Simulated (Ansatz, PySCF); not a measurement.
Sb(OH)2(OMe) (CH5O3Sb), SMILES C[O][Sb]([OH])[OH]. Atoms are numbered in the order given.

```xyz
10

Sb    -0.0905     0.1907     0.6009
O      0.0092     1.7381    -0.6372
H     -0.5437     1.5409    -1.4117
O     -1.7150    -0.4384    -0.3969
H     -1.9005    -1.3802    -0.2681
O      1.1966    -1.0425    -0.2908
C      1.2514    -1.1253    -1.7002
H      1.6311    -0.1910    -2.1538
H      1.9351    -1.9455    -1.9751
H      0.2600    -1.3375    -2.1431
```
Charge 0, spin multiplicity 1.

Coordinates come from a B3LYP-D3(BJ)/def2-SVP optimisation. The structure was generated by enumeration; whether it is a known compound was not checked. The def2 effective core potentials stand for the cores of Sb; spin–orbit coupling is left out. The values are those of a single conformer.

Two levels are set side by side: PBE-D3(BJ)/def2-SVP (Ansatz, an electronic-structure program) and B3LYP-D3(BJ)/def2-SVP (Ansatz). Each level has its own optimised geometry; the coordinates shown are those of the second. Frequencies come from the Hessian of PySCF at each geometry. Differences are taken from unrounded values.

```
quantity                            B3LYP-D3(BJ)
----------------------------------  ------------
mean bond length (Å)                       1.406
bond Sb1–O2 (Å)                            1.984
bond Sb1–O4 (Å)                            2.008
bond Sb1–O6 (Å)                            1.993
bond O6–C7 (Å)                             1.413
bond O2–H3 (Å)                             0.972
bond O4–H5 (Å)                             0.968
bond C7–H8 (Å)                             1.106
bond C7–H9 (Å)                             1.103
bond C7–H10 (Å)                            1.106
highest harmonic wavenumber (cm⁻¹)          3815
mean harmonic wavenumber (cm⁻¹)             1233
zero-point energy (kcal/mol)               42.31
```

Q: What does PBE-D3(BJ) give, and how far is it from B3LYP-D3(BJ)? (An estimate is asked for; the answer gives what the named calculation found.)

A: 
```tsv
quantity	PBE-D3(BJ)	PBE-D3(BJ) minus B3LYP-D3(BJ)
mean bond length (Å)	1.418	0.012
bond Sb1–O2 (Å)	2.002	0.017
bond Sb1–O4 (Å)	2.027	0.019
bond Sb1–O6 (Å)	2.016	0.023
bond O6–C7 (Å)	1.418	0.005
bond O2–H3 (Å)	0.982	0.010
bond O4–H5 (Å)	0.978	0.009
bond C7–H8 (Å)	1.115	0.009
bond C7–H9 (Å)	1.111	0.008
bond C7–H10 (Å)	1.115	0.009
highest harmonic wavenumber (cm⁻¹)	3700	-114
mean harmonic wavenumber (cm⁻¹)	1197	-37
zero-point energy (kcal/mol)	41.06	-1.26
```

GGA bonds tend to be longer and softer than those of functionals with exact exchange. Differences between two approximate levels are no errors against the true value.
